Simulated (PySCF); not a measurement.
**Broadened absorption spectrum of C3H9F2PSi**

C3H9F2PSi.
Z-matrix (Å and degrees, PBE0-D3(BJ)/def2-SVP geometry), rows numbered from 1:
```
C 
Si  1  1.8784
C   2  1.8790  1  112.12
C   2  1.8741  1  112.03  3   127.07
P   2  2.3050  1  107.86  3  -118.49
F   5  1.6355  2   94.25  1   -69.89
F   5  1.6356  2   94.22  1  -168.67
H   1  1.1009  2  110.69  3   175.99
H   1  1.1011  2  111.80  3    55.21
H   1  1.1020  2  110.28  3   -64.64
H   3  1.1020  2  110.44  1    64.59
H   3  1.1010  2  110.59  1  -176.01
H   3  1.1012  2  111.75  1   -55.40
H   4  1.1013  2  111.62  1   -62.91
H   4  1.1003  2  110.09  1   176.44
H   4  1.1005  2  109.95  1    57.72
```

Method used: TDDFT CAM-B3LYP/def2-SVPD, vertical, gas phase, core orbitals frozen in the response (PySCF).

Computed states:

| state | E (eV) | f |
| --- | --- | --- |
| S1 | 4.56 | 0.0021 |
| S2 | 5.40 | 0.069 |
| S3 | 6.75 | 0.041 |
| S4 | 7.50 | 0.277 |
| S5 | 7.80 | 0.024 |
| S6 | 7.87 | 0.047 |
| S7 | 7.94 | 0.012 |
| S8 | 8.13 | 0.049 |
| S9 | 8.17 | 0.015 |
| S10 | 8.17 | 0.0057 |

Broadening: Gaussians 0.3 eV wide at half height, area fixed by f = 4.319×10⁻⁹ ∫ε dν̃. The width is an assumption, not a result. The curve ends short of the highest state used, and states not computed would add to its high-energy end.

Task: What does the envelope look like, and where are its maxima?

Result: 
E (eV), ε (L mol⁻¹ cm⁻¹) and a bar:
```
     4.11          0 
     4.26         13 
     4.41         99 
     4.56        190 
     4.71         91 
     4.86         11 
     5.01         52 
     5.16        989 #
     5.31       4734 ######
     5.46       5664 ########
     5.61       1694 ##
     5.76        127 
     5.91          2 
     6.07          0 
     6.22          1 
     6.37         42 
     6.52        708 #
     6.67       2998 ####
     6.82       3175 ####
     6.97        845 #
     7.12        345 
     7.27       4867 #######
     7.42      20458 ############################
     7.57      22182 ##############################
```

Maxima: 272 nm (4.55 eV), ε about 190, made up of S1 (100%); 229 nm (5.41 eV), ε about 6200, made up of S2 (100%); 184 nm (6.75 eV), ε about 3700, made up of S3 (100%); 165 nm (7.50 eV), ε about 25000, made up of S4 (99%) (ε in L mol⁻¹ cm⁻¹; maxima over ε = 5, shares over 10%).

Task: Does any computed singlet lie in the visible range?

Result: No computed singlet lies in the visible range (380 to 750 nm); the lowest, at 272 nm, stands 1.29 eV above its violet end (3.26 eV).

Task: On this curve, what absorbance would a 10⁻⁵ mol/L sample give at 222 nm over a 1 cm path?

Result: 222 nm is 5.585 eV, where ε is about 2300 L mol⁻¹ cm⁻¹, so A = ε c l ≈ 0.023 (Beer–Lambert, with the gas-phase spectrum and the assumed width).

Task: What would ε be at 7.50 eV, the highest of these maxima, with half the width (0.15 eV)?

Result: About 49800 L mol⁻¹ cm⁻¹ against 25100, a factor of about 1.98; a lone state at its own centre would give exactly 2.

The vertical ionisation energy (ΔSCF) is 8.94 eV, 0.76 eV above S10.

Hardware: an AMD EPYC 7R43 with one thread, no GPU, shared host with 256 logical CPUs at a one-minute load of 188. Cost: 2.0 min, 1.1 GiB resident at most.
